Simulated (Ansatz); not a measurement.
# Relaxing a trial structure of AlH5InNSi

The starting geometry of this gas-phase singlet was optimised with GFN2-xTB.

```xyz
9

Al    0.3137   -0.5323    1.1514
In   -0.5910    2.2806    0.3940
N     0.5634   -0.9813   -0.6300
Si    0.1874    0.2900   -1.6863
H     1.2275    0.8530    1.3450
H    -1.2659    0.0162    1.2061
H     0.8790   -1.8690   -1.0003
H     0.4782   -0.3909   -3.0117
H     0.6279   -1.6458    2.1834
```

**Question.** Where would you expect an optimisation with r2SCAN-D4/def2-SVP to take it?

**Answer.** A new bond forms, giving a structure with H5 bridging Al1 and In2, H6 bridging In2 and Al1, given below by its coordinates. Distances that change by over a tenth: In2–H5 (2.50 → 2.24 Å), In2–H6 (2.50 → 2.24 Å). Contacts that close: Al1–In2 (3.05 → 2.99 Å).

The energy falls by 0.21 eV over 7 steps:

| step | E − E(last) (eV) |
| --- | --- |
| 1 | 0.207 |
| 2 | 0.033 |
| 3 | 0.016 |
| 4 | 0.001 |
| 5 | 0.000 |
| 6 | 0.000 |
| 7 | 0.000 |

Final geometry (Å):

```xyz
9

Al    0.3220   -0.5610    1.1521
In   -0.5794    2.2208    0.5229
N     0.5871   -1.0648   -0.6562
Si    0.2091    0.2242   -1.6792
H     1.0862    0.9346    1.2774
H    -1.1966    0.1673    1.1566
H     0.9099   -1.9756   -0.9837
H     0.4509   -0.2718   -3.1036
H     0.6309   -1.6532    2.2653
```

Frequencies at the end are all real (lowest 122 cm⁻¹). Atoms past krypton carry core potentials, without spin–orbit terms. Run with Ansatz 0.2.0, 31 s on 2 threads of AMD EPYC 7R43 64-Core Processor (Zen 3), with other jobs on the host.
